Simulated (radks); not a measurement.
Q: Eu XLIII, configuration [Ar] 3d3. Method: scalar-relativistic Kohn-Sham, PBE, spin-polarised, spherical densities, finite nucleus; open shells are filled with parallel spins first (spin-orbit coupling, left out, can overturn this in heavy ions); Fermi nuclear charge, rms radius 5.1115 fm; computed with a radial shooting solver on a logarithmic mesh with Libxc functionals. Some entries of the table are withheld. Estimate them.

| orbital | occ. | eigenvalue (eV) | <r> (bohr) |
|---|---|---|---|
| 1s up | 1 | -50747.56 | 0.02232 |
| 1s down | 1 | -50747.43 | 0.02232 |
| 2s up | 1 | -10274.39 | 0.09450 |
| 2s down | 1 | -10260.87 | 0.09442 |
| 2p up | 3 | -9421.788 | 0.08326 |
| 2p down | 3 | -9411.420 | 0.08317 |
| 3s up | 1 | -3779.864 | (1) |
| 3s down | 1 | -3765.220 | (2) |
| 3p up | 3 | (3) | 0.2301 |
| 3p down | 3 | (4) | 0.2306 |
| 3d up | 3 | -3215.365 | (5) |
| 3d down | 0 | -3195.982 | (6) |

A: 
(1) 3s up <r> (bohr): 0.2348
(2) 3s down <r> (bohr): 0.2353
(3) 3p up eigenvalue (eV): -3517.106
(4) 3p down eigenvalue (eV): -3501.919
(5) 3d up <r> (bohr): 0.2045
(6) 3d down <r> (bohr): 0.2050
